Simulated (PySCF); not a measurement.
C₄H₆ClN₂Pd (SMILES CC#[N]->[Pd+]([Cl])<-[N]#CC), charge +1, singlet, at a GFN2-xTB geometry (such geometries of metal compounds can be far from the true shape) (the multiplicity is a formal guess) (core potentials on Pd). Base run: DF-CAMB3LYP/def2-SVP (PySCF).

Here is a job for PySCF.
```python
from pyscf import gto, scf, dft

mol = gto.M(
    atom='''
Pd   -0.35637324    0.01987576    0.12555418
Cl    1.70157818   -0.08856845   -0.59531569
C     0.91244756   -2.41756458    3.64946867
C     0.47059379   -1.64451613    2.55105356
N     0.10048793   -1.01478026    1.65948693
H     1.35811432   -1.76683907    4.40358317
H     1.66151121   -3.13512869    3.31009091
H     0.07403315   -2.95776244    4.09176749
C    -1.33507777    2.43348223   -3.50559061
C    -1.06675793    1.67400875   -2.34345676
N    -0.85896022    1.05539646   -1.39344341
H    -0.60302534    2.18597443   -4.27633716
H    -1.26632658    3.49827300   -3.27718291
H    -2.33589425    2.21008696   -3.87820079
''',
    basis='def2-svp',
    ecp={'Pd': 'def2-svp'},
    charge=1,
    verbose=4,
)

mf = dft.RKS(mol)
mf.xc = 'camb3lyp'
mf = mf.density_fit(auxbasis='def2-universal-jkfit')
mf.kernel()
```

The base run was repeated with changes; each row names its change, and settings that it needs were set with it.

| change | E (Eh) | HOMO (eV) | HOMO-LUMO gap (eV) | core-seconds (rough) | outcome |
|---|---|---|---|---|---|
| base | -852.88777 | -12.80 | 6.10 | 30 | converged |
| functional = tpssh | -853.05676 | -10.73 | 2.39 | 40 | converged |
| functional = lc_wpbe | -852.75918 | -14.17 | 8.62 | 40 | converged |
| functional = pw6b95 | -853.80640 | -11.60 | 3.87 | 40 | converged |
| functional = mn15 | -852.32636 | -12.28 | 5.06 | 40 | converged |
| functional = mn12l | -851.60432 | -10.35 | 2.38 | 50 | converged |
| functional = b97-1 | -852.91434 | -11.16 | 3.31 | 20 | converged |
| functional = bhandhlyp | -852.77309 | -12.68 | 6.02 | 20 | converged |
| functional = lda,vwn | -849.05822 | -10.23 | 1.16 | 20 | converged |
| functional = pw91,pw91 | -853.03293 | -10.16 | 1.25 | 40 | converged |
| functional = b3lyp | -853.11905 | -11.21 | 3.15 | 20 | converged |
| functional = b3lyp; dispersion = d4 | -853.13881 | -11.21 | 3.15 | 20 | converged |
| functional = b97m_v | - | - | - | - | cut at the time limit |

Total energies compare only within one method and basis.
